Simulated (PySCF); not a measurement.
CH6SSeSi, SMILES CS[Se][SiH3].

Geometry optimised at B3LYP-D3(BJ)/def2-SVP. The structure was generated by enumeration, and PubChem lists no compound with its InChIKey, so it may never have been made. One conformer was computed; it need not be the lowest.

Two levels are set side by side: TDA-PBE/def2-SVPD (PySCF) and TDA-M06-2X/def2-SVPD (PySCF). Vertical, same geometry. The lowest singlet is HOMO→LUMO 99 % with PBE and HOMO→LUMO 94 % with the other functional; states are paired by order. Differences are taken from unrounded values.

```
quantity                              TDA-M06-2X  TDA-PBE  TDA-PBE minus TDA-M06-2X
------------------------------------  ----------  -------  ------------------------
lowest singlet excitation (eV)              3.71     3.49                     -0.22
lowest triplet excitation (TDA) (eV)        3.17     2.89                     -0.28
```

Functionals without exact exchange tend to place singlet excitations lower, as here. Differences between two approximate levels are no errors against the true value.

Rough cost on one machine, each run with all the roots and properties that it gave: TDA-M06-2X against TDA-PBE about 9 times.
